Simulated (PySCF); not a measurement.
Compound: C9H8O.
SMILES with atom numbers: `[CH2:1]=[CH:2][c:3]1[cH:4][cH:5][c:6]([OH:7])[c:8]2[c:9]1[CH2:10]2` (hydrogens: H11, H12 on C1; H13 on C2; H14 on C4; H15 on C5; H16 on O7; H17, H18 on C10)

All values: wB97X-D/def2-SVPD (PySCF, non-relativistic), on one gas-phase PBE0-D3(BJ)/def2-SVP geometry that isn't relaxed in the solvent. The solvent is an IEF-PCM continuum (van der Waals radii × 1.2), and excitations are vertical TDDFT with non-equilibrium linear response and a frozen core. Only the electrostatic response of the medium enters.

Gas-phase singlets (H = HOMO, L = LUMO):

```tsv
state	E (eV)	λ (nm)	f	leading configurations
S1	4.857	255	0.096	H→L+1 42%, H→L 28%, H-1→L 26%
S2	5.033	246	0.368	H→L 65%, H-1→L 18%, H→L+1 11%
S3	6.004	207	0.317	H-1→L 44%, H→L+1 37%, H→L+2 9%
S4	6.046	205	0.055	H→L+2 75%
S5	6.179	201	0.175	H-1→L+1 81%
```

Q: How does the list change in tetrahydrofuran (ε = 7.426)?

A: 
```
state  E (eV)  λ (nm)      f         leading configurations  change by rank (eV)
   S1   4.808     258  0.337  H→L 63%, H→L+1 21%, H-1→L 11%               -0.049
   S2   4.949     251  0.263  H-1→L 34%, H→L 32%, H→L+1 30%               -0.084
   S3   5.884     211  0.461           H-1→L 48%, H→L+1 43%               -0.120
   S4   6.083     204  0.200                    H-1→L+1 85%               +0.037
   S5   6.250     198  0.004                      H→L+2 84%               +0.071
```

Q: Give the list for water (ε = 78.36), n² = 1.78.

A: 
```
state  E (eV)  λ (nm)      f         leading configurations  change by rank (eV)
   S1   4.821     257  0.284  H→L 56%, H→L+1 25%, H-1→L 14%               -0.036
   S2   4.959     250  0.296  H→L 39%, H-1→L 32%, H→L+1 26%               -0.074
   S3   5.899     210  0.445           H-1→L 48%, H→L+1 43%               -0.105
   S4   6.085     204  0.198                    H-1→L+1 85%               +0.039
   S5   6.280     197  0.005                      H→L+2 84%               +0.101
```

Q: The ground-state energy changes by -0.281 eV from gas to water. By how much does the total energy of gas-phase S5 change?

A: E(S5) = E(S0) + excitation energy, so it changes by -0.281 − 0.094 = -0.375 eV: it is lowered more than the ground state, which is what a red shift means. This is the vertical state, with the slow part of the continuum still set for S0.

Q: How do the frontier levels move from gas to water?

A: 
```tsv
orbital	gas (eV)	solvent (eV)	change (eV)
LUMO+2	1.91	2.19	+0.28
LUMO+1	1.55	1.51	-0.04
LUMO	0.70	0.64	-0.06
HOMO	-7.89	-7.96	-0.07
HOMO-1	-8.80	-8.80	0.00
HOMO-2	-10.13	-10.20	-0.07
HOMO-3	-10.55	-10.51	+0.04
```

The HOMO–LUMO gap goes from 8.59 to 8.60 eV. Rows go by rank; for LUMO+2 the atom shares or the degeneracy differ between the runs, so the row needn't follow one orbital.

Shape of the structure used: `[CH2:1]=[CH:2][c:3]1[cH:4][cH:5][c:6]([OH:7])[c:8]2[c:9]1[CH2:10]2`: C1–C2–C3–C4 180°, H–O7–C6–C5 180°.

wB97X-D is run here without its empirical dispersion term; that term would change no orbital, density or response property at a fixed geometry.
